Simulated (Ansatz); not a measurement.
`C[N][GeH3]`, charge 0, multiplicity 2.

Question: Give a relaxed structure at PBE0-D4/def2-TZVP (the Gaussian-basis code of Ansatz). (Best estimate.)

Answer: Computed: 
```xyz
9

C    -0.3398   -0.4837    1.2865
N    -0.8647    0.3055    0.2218
Ge    0.2467    0.5511   -1.2528
H    -0.9381   -0.3634    2.1956
H     0.7187   -0.2945    1.5216
H    -0.3975   -1.5496    1.0058
H     1.7385    0.4682   -0.8587
H    -0.0798    1.9248   -1.8516
H    -0.0840   -0.5585   -2.2682
```
This is one stationary point; other conformers may exist.
